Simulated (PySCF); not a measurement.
Be(F)(SeH) (BeFHSe), SMILES [F][Be][SeH]. Coordinates come from a r2SCAN-D4/def2-TZVP optimisation. The values are those of a single conformer.

Method: r2SCAN-D4/def2-TZVP run with PySCF.

Harmonic wavenumbers (cm⁻¹): 230, 275, 386, 581, 1337, 2418. Rotational constants (GHz): 234.9, 2.595, 2.567; symmetry number 1.

Work out the zero-point energy and the ideal-gas rigid-rotor harmonic-oscillator thermochemistry at 298.15 K and 1 atm.

ZPE = ½ Σ hcν = ½ × 5227 cm⁻¹ = 31.26 kJ/mol. H − E(el) = 45.04 kJ/mol. Entropy in J/(mol K): translation 167.14, rotation 95.58, vibration 20.78, total 283.50. G − E(el) = -39.48 kJ/mol. Cp = 59.29 J/(mol K).
